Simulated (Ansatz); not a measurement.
`C=C1CB1C` → `C=CBC=C`  (isomerisation)

Isolated molecules relaxed with PBE0-D4/def2-TZVP in Ansatz; ΔE leaves out vibrations. CCSD(T)/CBS adds triple-zeta CCSD(T) − MP2 to the extrapolated MP2 energy (def2 sets, frozen cores). Each species was taken in one conformer, which may not be the lowest.

```csv
species,CCSD(T)/CBS(def2) energy (Eh)
`C=C1CB1C`,-181.14178
`C=CBC=C`,-181.17109
```

Problem. Work out ΔE.

Solution. ΔE = (-181.17109) − (-181.14178) = -0.02931 Eh = -0.80 eV.

Largest T1 diagnostic among the species: 0.011.

In def2-TZVPP, CCSD(T) changes the Hartree–Fock value by +0.26 eV (the triples alone add +0.00 eV) and MP2 by +0.37 eV.
